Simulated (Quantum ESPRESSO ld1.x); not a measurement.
The numbers below are computed, except where a source is named.
Ag38+, configuration [He] 2s2 2p5.

Level of theory: scalar-relativistic Kohn-Sham, LDA (Slater exchange, Perdew-Zunger correlation), spin-unpolarised, spherical densities, point nucleus (ld1.x of Quantum ESPRESSO 7.5).

Energy parts (hartree):
| part | energy |
|---|---|
| total | -3915.9855 |
| kinetic | 4106.4964 |
| electron-nucleus | -8349.7014 |
| Hartree | 394.5224 |
| exchange-correlation | -67.3030 |

Orbitals (lengths in bohr, moments of r in powers of bohr; <r^-3> diverges for s and p1/2; r(max) is where P^2 peaks; r(90%) holds 90 % of the orbital's charge):
| orbital | occ. | eigenvalue (hartree) | <r^-3> | r(max) | <1/r> | r(90%) |
|---|---|---|---|---|---|---|
| 1s | 2 | -1023.87 | - | 0.020 | 49.43 | 0.0558 |
| 2s | 2 | -222.582 | - | 0.112 | 11.55 | 0.202 |
| 2p | 5 | -210.140 | 4014 | 0.089 | 11.14 | 0.184 |
| 3s | 0 | -91.8750 | - | 0.298 | 4.814 | 0.452 |
| 3p | 0 | -88.0599 | 1085 | 0.284 | 4.671 | 0.442 |

The highest occupied level is 2p at -5718.2 eV. Summed over all electrons, <r^2> = 0.1217 bohr^2, which gives a Langevin (diamagnetic) susceptibility term of -0.0964 x 10^-6 cm^3/mol. For comparison, the ionisation energy in NIST's Atomic Spectra Database is 5753 eV (semi-empirical). In exact Kohn-Sham theory the highest level is minus the ionisation energy, but local and semilocal functionals leave it too shallow, through self-interaction and a potential that decays too fast; potentials with the right tail come closer. The density falls to 0.001 e/bohr^3 at r = 0.48 bohr.

Beside tabulated values, note that spin-unpolarised runs miss the spin-polarisation part of the exchange energy of open shells.
